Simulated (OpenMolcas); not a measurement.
Multiconfigurational calculation on V2+

V2+ with its 6 nearest fluoride ions at 2.07 Å, on the Li site of LiF (a = 4.028 Å, distance in the model lattice 2.014 Å). The rest of the host is ab initio model potentials to 7.6 Å and point charges beyond; the distance is set by hand and nothing relaxes, and no local charge compensation is placed. Ligand basis ANO-RCC-VDZP.

Input, with the lattice sites abridged:

```
&GATEWAY
Basis set
V.ANO-RCC-VTZP.
V1 0.0 0.0 0.0 Angstrom
End of basis
Basis set
F.ANO-RCC-VDZP.
L1 2.070000 0.000000 0.000000 Angstrom
L2 0.000000 2.070000 0.000000 Angstrom
L3 0.000000 0.000000 2.070000 Angstrom
End of basis
Basis set
Li.EMB-AIMP.Seijo.0s.0s.ECP.LiF.
PseudoCharge
* 67 symmetry-unique lattice sites within 7.6 angstrom
End of basis
Basis set
F.EMB-AIMP.Seijo.0s.0s.ECP.LiF.
PseudoCharge
* 55 symmetry-unique lattice sites within 7.6 angstrom
End of basis
Symmetry
XYZ
AngMom=0.0 0.0 0.0
AMFI
RICD
XField
973 Angstrom 0
* Evjen-weighted lattice charges
&SEWARD
* reference wave functions (RASSCF and RASSI steps not shown): 3 electrons in 5 orbitals (3d)
>>> COPY JOB001 $Project.JobIph
&CASPT2
Multistate=10 1 2 3 4 5 6 7 8 9 10
NoMult
Frozen=5 6
IPEA=0.25
Imaginary=0.1
MaxIter=60
WThr=0.0 0.3 0.05
PrWF=0.5
NoMix
>>> COPY JOB002 $Project.JobIph
&CASPT2
Multistate=40 1 2 3 4 5 6 7 8 9 10 11 12 13 14 15 16 17 18 19 20 21 22
23 24 25 26 27 28 29 30 31 32 33 34 35 36 37 38 39 40
NoMult
Frozen=5 6
IPEA=0.25
Imaginary=0.1
MaxIter=60
WThr=0.0 0.3 0.05
PrWF=0.5
NoMix
```

Launched by
```bash
OMP_NUM_THREADS=1 MOLCAS_MEM=2457 MOLCAS_PROJECT=a pymolcas a.inp > a.log  # once for each step of the input, in one work folder
```

Output, cut to the results:

```
--- CASPT2 ---
Orbital specifications:
      -----------------------

      Symmetry species                           1   2
                                                ag  au
      Frozen orbitals                            5   6
      Inactive orbitals                         13  15
      Active orbitals                            5   0
      Secondary orbitals                        49  50
      Deleted orbitals                           0   0
      Number of basis functions                 72  71
Type of calculation                        SS-CASPT2
      Fock operator                              state-specific
      IPEA shift                                 0.25
      Real shift                                 0.00
      Imaginary shift                            0.10
      The input orbitals will be transformed to quasi-canonical
Reference energy:       -1548.4810656739
      E2 (Non-variational):      -1.5799012435
      Shift correction:          -0.0008250587
      E2 (Variational):          -1.5807263022
      Total energy:           -1550.0617919761
      Residual norm:              0.0000002589
      Reference weight:           0.75179
      Contributions to the CASPT2 correlation energy
      Active & Virtual Only:         -0.0220066941
      One Inactive Excited:          -0.1739386581
      Two Inactive Excited:          -1.3839558913
Reference energy:       -1548.4224406019
      E2 (Non-variational):      -1.5739421288
      Shift correction:          -0.0008075164
      E2 (Variational):          -1.5747496452
      Total energy:           -1549.9971902471
      Residual norm:              0.0000006226
      Reference weight:           0.75362
      Contributions to the CASPT2 correlation energy
      Active & Virtual Only:         -0.0206623395
      One Inactive Excited:          -0.1759037399
      Two Inactive Excited:          -1.3773760494
::    CASPT2 Root  1     Total energy:  -1550.06179198
::    CASPT2 Root  2     Total energy:  -1549.99719025
::    CASPT2 Root  3     Total energy:  -1549.99732172
::    CASPT2 Root  4     Total energy:  -1549.99731128
::    CASPT2 Root  5     Total energy:  -1549.96847031
::    CASPT2 Root  6     Total energy:  -1549.96844195
::    CASPT2 Root  7     Total energy:  -1549.96847281
::    CASPT2 Root  8     Total energy:  -1549.91847517
::    CASPT2 Root  9     Total energy:  -1549.91848210
::    CASPT2 Root 10     Total energy:  -1549.91847426
--- CASPT2 ---
Orbital specifications:
      -----------------------

      Symmetry species                           1   2
                                                ag  au
      Frozen orbitals                            5   6
      Inactive orbitals                         13  15
      Active orbitals                            5   0
      Secondary orbitals                        49  50
      Deleted orbitals                           0   0
      Number of basis functions                 72  71
Type of calculation                        SS-CASPT2
      Fock operator                              state-specific
      IPEA shift                                 0.25
      Real shift                                 0.00
      Imaginary shift                            0.10
      The input orbitals will be transformed to quasi-canonical
Reference energy:       -1548.4054163103
      E2 (Non-variational):      -1.5970654603
      Shift correction:          -0.0008606731
      E2 (Variational):          -1.5979261334
      Total energy:           -1550.0033424437
      Residual norm:              0.0000001268
      Reference weight:           0.74809
      Contributions to the CASPT2 correlation energy
      Active & Virtual Only:         -0.0304392186
      One Inactive Excited:          -0.1785343192
      Two Inactive Excited:          -1.3880919225
Reference energy:       -1548.4054163102
      E2 (Non-variational):      -1.5967131189
      Shift correction:          -0.0008603295
      E2 (Variational):          -1.5975734483
      Total energy:           -1550.0029897586
      Residual norm:              0.0000001231
      Reference weight:           0.74817
      Contributions to the CASPT2 correlation energy
      Active & Virtual Only:         -0.0304398367
      One Inactive Excited:          -0.1781818295
      Two Inactive Excited:          -1.3880914527
::    CASPT2 Root  1     Total energy:  -1550.00334244
::    CASPT2 Root  2     Total energy:  -1550.00298976
::    CASPT2 Root  3     Total energy:  -1549.99968223
::    CASPT2 Root  4     Total energy:  -1549.99970487
::    CASPT2 Root  5     Total energy:  -1549.99962349
::    CASPT2 Root  6     Total energy:  -1549.97587313
::    CASPT2 Root  7     Total energy:  -1549.97576662
::    CASPT2 Root  8     Total energy:  -1549.97577029
::    CASPT2 Root  9     Total energy:  -1549.95344348
::    CASPT2 Root 10     Total energy:  -1549.93523398
::    CASPT2 Root 11     Total energy:  -1549.93521875
::    CASPT2 Root 12     Total energy:  -1549.93523487
::    CASPT2 Root 13     Total energy:  -1549.93472470
::    CASPT2 Root 14     Total energy:  -1549.93472274
::    CASPT2 Root 15     Total energy:  -1549.93486861
::    CASPT2 Root 16     Total energy:  -1549.93204004
::    CASPT2 Root 17     Total energy:  -1549.93217821
::    CASPT2 Root 18     Total energy:  -1549.91199563
::    CASPT2 Root 19     Total energy:  -1549.91200090
::    CASPT2 Root 20     Total energy:  -1549.91200749
::    CASPT2 Root 21     Total energy:  -1549.88473489
::    CASPT2 Root 22     Total energy:  -1549.88471209
::    CASPT2 Root 23     Total energy:  -1549.88472121
::    CASPT2 Root 24     Total energy:  -1549.86682662
::    CASPT2 Root 25     Total energy:  -1549.86737028
::    CASPT2 Root 26     Total energy:  -1549.86696406
::    CASPT2 Root 27     Total energy:  -1549.88346955
::    CASPT2 Root 28     Total energy:  -1549.86396374
::    CASPT2 Root 29     Total energy:  -1549.86379837
...
```

Spin-orbit levels above the lowest (labels of O, the rotations of Oh), with the averaged single-state CASPT2 energies on the diagonal:

| E (cm-1) | Degeneracy | Label | 2S+1 | g |
| --- | --- | --- | --- | --- |
| 0 | 4 | Γ8 | 4 |  |
| 12830 | 4 | Γ8 | 2 |  |
| 13590 | 4 | Γ8 | 2 |  |
| 13650 | 2 | Γ6 | 2 | 0.47 0.47 0.47 |
| 14090 | 2 | Γ7 | 4 | 2.95 2.95 2.95 |
| 14140 | 4 | Γ8 | 4 |  |
| 14240 | 2 | Γ6 | 4 | 2.24 2.24 2.24 |
| 14240 | 4 | Γ8 | 4 |  |
| 18840 | 4 | Γ8 | 2 |  |
| 18920 | 2 | Γ7 | 2 | 1.69 1.69 1.69 |
| 20430 | 4 | Γ8 | 4 |  |
| 20440 | 2 | Γ7 | 4 | 1.42 1.42 1.42 |
| 20550 | 4 | Γ8 | 4 |  |
| 20610 | 2 | Γ6 | 4 | 3.89 3.89 3.89 |
| 23800 | 2 | Γ6 | 2 | 2.11 2.11 2.11 |
| 27760 | 2 | Γ7 | 2 | 0.13 0.13 0.13 |
| 27770 | 2 | Γ6 | 2 | 0.39 0.39 0.39 |
| 27790 | 4 | Γ8 | 2 |  |
| 27930 | 4 | Γ8 | 2 |  |
| 28470 | 4 | Γ8 | 2 |  |

Roots that are degenerate in the reference are averaged as groups; the widest CASPT2 spread within a group is 120 cm-1 (the 3-fold group of multiplicity 2 near 42700 cm-1 above the lowest state of its run). Shifts and gaps below about the spread of the groups concerned are not significant. Over all roots computed the reference weight is 0.75; a low but even weight reflects the number of correlated electrons. Ligand-to-metal charge-transfer states are missing. With no ligand orbital active B as a rule stays too high, so bands that hang on it stand too high and its fall with covalency is understated. With one d shell and no ligand orbital active, 10Dq can be off by tens of per cent for divalent 3d ions, low with halides held by bare charges and at times high in hosts. Free-ion shares, where given, are those of the reference states; single-state CASPT2 does not remix them. No measured value stands beside these numbers; the geometry was set by hand and not optimised.

The CASPT2 steps took 2.6 min on 1 thread of Arm Neoverse V2, with other jobs on the host; the integral step is not counted.
